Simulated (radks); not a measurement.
Q: Coherent X-ray form factor from a spherical all-electron density. Method: Dirac Kohn-Sham, HCTH/407, spin-unpolarised, spherical densities, finite nucleus; Fermi nuclear charge, rms radius of each element as measured or else 0.836 A^(1/3) + 0.57 fm; computed with a radial shooting solver on a logarithmic mesh with Libxc functionals.

| sin(theta)/lambda (1/angstrom) | f0 (electrons) |
|---|---|
| 0.05 | 31.641 |
| 0.1 | 30.637 |
| 0.15 | 29.176 |
| 0.2 | 27.482 |
| 0.25 | 25.736 |
| 0.3 | 24.051 |
| 0.4 | 21.004 |
| 0.5 | 18.338 |
| 0.6 | 15.956 |
| 0.8 | 12.019 |
| 1 | 9.295 |
| 1.25 | 7.307 |
| 1.5 | 6.227 |
| 2 | 4.926 |

The species is in the configuration that NIST lists as its ground one. Which atom or ion scatters so?

A: The bromine ion Br3+, [Ar] 3d10 4s2 4p2. Extrapolating in s^2 from the first two rows gives f0(0) = 32.0, near the electron count 32; among species with that count, the fall with angle is slower the higher Z, and the table is that of Z = 35; from so few rows the species is fixed only to a neighbour or two.
